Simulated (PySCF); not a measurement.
**Energy of Cr (chromium, neutral) between two integer charges**

The 4s alpha orbital of [Ar] 3d5 4s1 is emptied in steps (occupation f), with all orbitals relaxed, ending at [Ar] 3d5. All numbers are calculated (PySCF 2.14, scalar relativity by spin-free X2C-1e, in aug-cc-pVTZ-DK). The exact energy is a straight line in f; departures are measured from the line between the end points of the same method.

```json
{"f": "1", "PBE0 (eV)": "0.000", "r2SCAN (eV)": "0.000", "LC-wPBE (eV)": "0.000"}
{"f": "0.8", "PBE0 (eV)": "-0.337", "r2SCAN (eV)": "-0.420", "LC-wPBE (eV)": "0.012"}
{"f": "0.6", "PBE0 (eV)": "-0.509", "r2SCAN (eV)": "-0.629", "LC-wPBE (eV)": "0.019"}
{"f": "0.4", "PBE0 (eV)": "-0.511", "r2SCAN (eV)": "-0.633", "LC-wPBE (eV)": "0.019"}
{"f": "0.2", "PBE0 (eV)": "-0.343", "r2SCAN (eV)": "-0.425", "LC-wPBE (eV)": "0.012"}
{"f": "0", "PBE0 (eV)": "0.000", "r2SCAN (eV)": "0.000", "LC-wPBE (eV)": "0.000"}
```

```
 method  E(f=0) − E(f=1) (eV)  −ε at f=1 (eV)  −ε at f=0.4 (eV)
   PBE0                 7.057           4.962             7.469
 r2SCAN                 7.354           4.719             7.857
LC-wPBE                 6.766           6.841             6.748
```

Orbital energy along the path (eV):

```csv
f,PBE0,r2SCAN,LC-wPBE
1,-4.962,-4.719,-6.841
0.8,-5.784,-5.785,-6.813
0.6,-6.619,-6.821,-6.783
0.4,-7.469,-7.857,-6.748
0.2,-8.334,-8.934,-6.714
0,-9.210,-10.022,-6.697
```

Reference removal energy between the ground levels: 6.767 eV (measured; NIST Atomic Spectra Database, ionization energies).
